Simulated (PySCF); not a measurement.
Molecule: `c1(C)ccccc1`, C₇H₈.

Geometry (Å), atoms numbered from 1 in this order:
```xyz
15

C     2.226   -0.195   -0.085
C     0.737   -0.011   -0.036
C    -0.118   -1.121   -0.012
C    -1.500   -0.962    0.053
C    -2.057    0.317    0.093
C    -1.220    1.430    0.067
C     0.163    1.265    0.002
H     2.612   -0.554    0.884
H     2.515   -0.939   -0.843
H     2.742    0.746   -0.318
H     0.309   -2.128   -0.046
H    -2.148   -1.842    0.069
H    -3.141    0.443    0.142
H    -1.645    2.436    0.095
H     0.813    2.144   -0.020
```

Spin–spin couplings on one PBE0-D3(BJ)/def2-SVP geometry, PySCF 2.14.0 with density-fitted response routines, gas phase, non-relativistic, equivalent pairs averaged (without the spin–dipole term); isotopes 1H; functional B3LYP.

Reference values (Hz): 3J(H11,H12) = 7.7 (measured; solution (compiled); Pretsch, Buehlmann, Badertscher, Structure Determination of Organic Compounds, 4th ed., Springer 2009); 3J(H12,H13) = 7.5 (measured; solution (compiled); Pretsch, Buehlmann, Badertscher, Structure Determination of Organic Compounds, 4th ed., Springer 2009).

Question: How do the couplings (Hz) change with the basis set? Times are CPU seconds on shared hosts with different chips, so compare them loosely. Far from the basis limit: 6-31G*, pcJ-0, 6-31G-J, def2-TZVP, cc-pVTZ.

Answer: 
```tsv
basis set	functions	3J(H11,H12)	3J(H12,H13)	mean abs. error	core-s
6-31G*	114	7.2	7.0	0.5	18
pcJ-0	115	7.4	7.2	0.3	18
6-31G-J	116	9.2	8.9	1.5	20
def2-TZVP	265	6.5	6.3	1.2	70
pcJ-1	269	8.5	8.3	0.8	49
cc-pVTZ	322	6.8	6.5	0.9	98
```

Errors compare magnitudes, without vibrational corrections, and the largest couplings weigh most in the mean. Closest: pcJ-0; furthest: 6-31G-J.

The Fermi-contact term samples the wavefunction at the nucleus, which is why sets with added tight s functions (names with J) are made for couplings. Agreement of an ordinary basis with the reference is then largely a cancellation of errors.
